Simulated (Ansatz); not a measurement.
`C=[C]([GeH3])[InH2]` + `C[SeH]` → `C[Se][GeH3]` + `C=[CH][InH2]` at 600 K and 1 bar (ligand exchange at a Ge–C bond).

Calculated with Ansatz (gas phase, PBE0-D4/def2-TZVP geometries, no zero-point term in ΔE). CBS: MP2 limit from def2 TZ/QZ plus the TZ coupled-cluster correction, frozen cores. def2 core potentials past Kr. For Ge, In, Se outer-core shells are correlated without core-valence functions, which leaves a few kJ/mol of doubt a bond. Scalar relativity is left out up to krypton.

```tsv
species	CCSD(T)/CBS energy (Eh)	H − E (kJ/mol)	S (J/(mol·K))
`C=[C]([GeH3])[InH2]`	-2346.17345	243.6	481.7
`C[SeH]`	-2441.15625	149.5	312.9
`C[Se][GeH3]`	-4518.49012	213.6	418.1
`C=[CH][InH2]`	-268.86241	186.1	379.4
```

H − E and S are ideal-gas, rigid-rotor, harmonic terms from PBE0-D4/def2-TZVP. 1 Eh = 2625.50 kJ/mol, R = 8.31446 J/(mol·K).

**Question.** By hand: ΔE, ΔH, ΔS and ΔG.

**Answer.** ΔE = (-4518.49012) + (-268.86241) − (-2346.17345) − (-2441.15625) = -0.02283 Eh = -59.9 kJ/mol. Δ(H − E) = 213.6 + 186.1 − 243.6 − 149.5 = 6.6, so ΔH = -53.3 kJ/mol. ΔS = 418.1 + 379.4 − 481.7 − 312.9 = 2.9 J/(mol·K). ΔG = -53.3 − 600 × (2.9)/1000 = -55.0 kJ/mol.

**Question.** By hand: the equilibrium constant, and the temperature at which ΔG would vanish if ΔH and ΔS stayed fixed.

**Answer.** log₁₀ K = −ΔG/(RT ln 10) = 4.8. ΔH and −TΔS have one sign here, so there is no such temperature. One of them is within its doubt of zero, so this could turn.

The number of gas molecules stays the same, so ΔS is small and ΔH decides. A doubt of 5 kJ/mol in ΔE shifts log₁₀ K by 0.4 here. These are equilibria of isolated gas molecules and say nothing of rates. Largest T1 diagnostic: 0.013 (customary marks: 0.02 for closed shells, 0.045 for open ones).
